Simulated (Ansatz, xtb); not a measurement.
System: PH (charge 0, triplet). SMILES: [PH]
Structure (B3LYP-D3(BJ)/def2-TZVP (Ansatz, a program for electronic structure) minimum search):
```xyz
2

P      0.0000     0.0000    -0.0893
H      0.0000     0.0000     1.3392
```
Charge 0, spin multiplicity 3.

Harmonic wavenumbers from GFN2-xTB (xtb, at its own minimum), cm⁻¹: 2285.

Question: Give the harmonic wavenumbers at B3LYP-D3(BJ)/def2-TZVP (Ansatz, finite differences of forces, unscaled).

Answer: 2342 cm⁻¹. Zero-point energy 3.3 kcal/mol.

Question: From these and the geometry, give the ideal-gas thermochemistry at 298.15 K and 1 atm (rigid rotor, harmonic oscillator).

Answer: Point group C∞v, rotational symmetry number 1. Rotational constants 253.7, 253.7 GHz. S(trans) 36.32, S(rot) 8.34, S(vib) 0.00, S(elec, spin only) 2.18, S 46.8 cal/(mol K). H(298) - H(0) 2.07 kcal/mol; G - E(el) -8.5 kcal/mol.
